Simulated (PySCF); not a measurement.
# Input and output of a scripted DFT run

The script drives PySCF SCF with an in-house response code with single-precision fitted integrals, so total energies wander by about 1e-6 Eh between cycles (the fitting error itself is about 1e-3 Eh and cancels in differences); atoms count from 0. Kgrid is the grid level of the response kernel; vcut the energy (Eh) above which virtual orbitals leave the response; delta the states run by ΔSCF (the anion only where the lumo is low enough to bind); pop asks for populations, which are stored and not printed; grid is the SCF grid level (2 if not given).

The bonding changed from the starting structure during the optimisation; the coordinates given are those used. The basis has no diffuse functions, so the polarisability comes out too low.

Job and coordinates (Å):

```
{"job": {"kind": "uv", "basis": "def2-SVP", "grid": 1, "kgrid": 0, "vcut": 1.5, "nstates": 6, "ntriplets": 2, "tda": true, "delta": [], "pop": true, "xc": "CAM-B3LYP"}, "charge": 0, "multiplicity": 1}
Al     0.882529     1.649935    -3.362229
Al     1.178402     0.023187    -0.196117
Al    -0.338550     2.254803    -0.619558
Al    -0.625952    -0.249662    -2.487699
Al    -1.013591    -2.011670    -0.522382
Al    -2.221293    -2.249334    -2.866879
Al    -2.690116     0.597268    -0.661704
Al     1.309537    -2.457166     0.748686
Al    -3.029706     1.939925     1.606980
Al    -1.333038    -0.126062     1.526929
N      0.531861     0.988380    -1.639550
N      0.031987    -1.085440     0.755598
N     -1.532333     1.503701     0.549397
N     -2.146794    -0.873717    -1.572644
P     -1.591344     3.896574    -1.941756
H     -0.909827     5.104864    -2.012204
H     -2.332556     4.080344    -3.097487
H     -2.567434     4.364816    -1.068520
P      3.366923    -3.786274     0.208387
H      4.718943    -4.022619     0.474898
H      2.964189    -5.024873     0.674744
H      3.465193    -4.211697    -1.106762
P      3.162434     2.284463    -2.366834
H      2.708875     3.144851    -1.373944
H      3.505884     1.282286    -1.460686
H      4.445852     2.833330    -2.411009
P      3.017120    -0.994854     2.108034
H      3.903112     0.083142     2.123206
H      2.372786    -0.588906     3.271128
H      3.897482    -1.821271     2.807044
P     -0.188020     1.230762     3.384692
H     -0.408721     1.129817     4.757541
H      1.102835     1.731254     3.523571
H     -0.776472     2.483253     3.264159
P     -1.648770    -1.866195     3.334931
H     -2.841472    -2.556396     3.217893
H     -0.850693    -2.996576     3.321853
H     -1.711052    -1.781673     4.725760
H      2.384551    -1.080146    -0.613741
H     -0.950949     1.011800    -3.669445
H      0.683807     3.193684    -3.650795
H     -3.259127     1.671694    -1.688254
H      0.312824    -1.713826    -2.051924
H     -1.383946    -3.409622    -2.054051
H      1.527257     0.515968    -4.238823
H     -3.581814    -2.635908    -3.497638
H      1.429447    -3.070809     2.227072
H     -3.092927     3.432939     2.051640
H      0.512211     3.429803    -0.035607
H     -2.780927     0.862525     2.898972
H     -2.897628    -0.635937     1.040611
H     -1.799540    -3.019775     0.422020
H      0.722596    -3.511056    -0.307102
H     -1.078374    -1.443538    -3.908057
H      1.690401     1.178036     0.823796
H     -4.240812     1.339838     0.639889
```

Command:

```bash
OMP_NUM_THREADS=4 python large_run.py task.json out
```

What does the program print?


```
start: PBE on a coarse grid of 49193 points
cycle   1  E = -4707.8515378042  dE =  1.959e+00  |g| = 1.376e+00  |ddm| = 8.226e+00
cycle   2  E = -4701.8189248560  dE =  6.033e+00  |g| = 4.645e+00  |ddm| = 1.631e+01
cycle   3  E = -4708.2119912108  dE = -6.393e+00  |g| = 6.111e-01  |ddm| = 1.509e+01
cycle   4  E = -4708.2748270482  dE = -6.284e-02  |g| = 4.320e-01  |ddm| = 2.604e+00
cycle   5  E = -4708.3234400834  dE = -4.861e-02  |g| = 1.699e-01  |ddm| = 1.153e+00
cycle   6  E = -4708.3307765144  dE = -7.336e-03  |g| = 3.885e-02  |ddm| = 4.293e-01
cycle   7  E = -4708.3311892993  dE = -4.128e-04  |g| = 7.861e-03  |ddm| = 1.024e-01
final grid: 190524 points
cycle   8  E = -4711.6950187000  dE = -3.280e-02  |g| = 1.059e-01  |ddm| = 1.141e+00
cycle   9  E = -4711.6951553028  dE = -1.366e-04  |g| = 1.160e-01  |ddm| = 3.064e-01
cycle  10  E = -4711.6980851262  dE = -2.930e-03  |g| = 1.824e-02  |ddm| = 1.888e-01
cycle  11  E = -4711.6981687470  dE = -8.362e-05  |g| = 6.921e-03  |ddm| = 5.308e-02
cycle  12  E = -4711.6981811394  dE = -1.239e-05  |g| = 7.797e-04  |ddm| = 2.144e-02
cycle  13  E = -4711.6981809807  dE =  1.587e-07  |g| = 4.049e-04  |ddm| = 2.503e-03
cycle  14  E = -4711.6981819810  dE = -1.000e-06  |g| = 1.474e-04  |ddm| = 8.811e-04
cycle  15  E = -4711.6981841714  dE = -2.190e-06  |g| = 3.115e-05  |ddm| = 4.077e-04
converged SCF energy = -4711.6981841714

Static polarisability (au): isotropic 397.411, principal 377.253 391.835 423.145

Singlet excitations
state   eV       nm        f      main configurations
  1   5.7620    215.2   0.01584   H-1->L 0.28, H->L 0.26, H-3->L 0.14
  2   5.8314    212.6   0.01277   H-1->L+1 0.18, H-2->L 0.16, H-3->L 0.13
  3   5.9177    209.5   0.01425   H->L 0.10, H->L+1 0.09, H->L+4 0.09
  4   6.0238    205.8   0.02539   H->L+2 0.18, H->L 0.14, H-2->L 0.12
  5   6.1183    202.6   0.02874   H->L+4 0.20, H-2->L 0.13, H-3->L 0.10
  6   6.2410    198.7   0.07294   H->L+1 0.30, H->L 0.11, H-4->L 0.10

Triplet excitations (Tamm-Dancoff, eV): 5.3386 5.3733
```

The run took 5.3 min of wall time on 4 threads of Arm Neoverse N1 (shared host), peak memory 3 GiB.
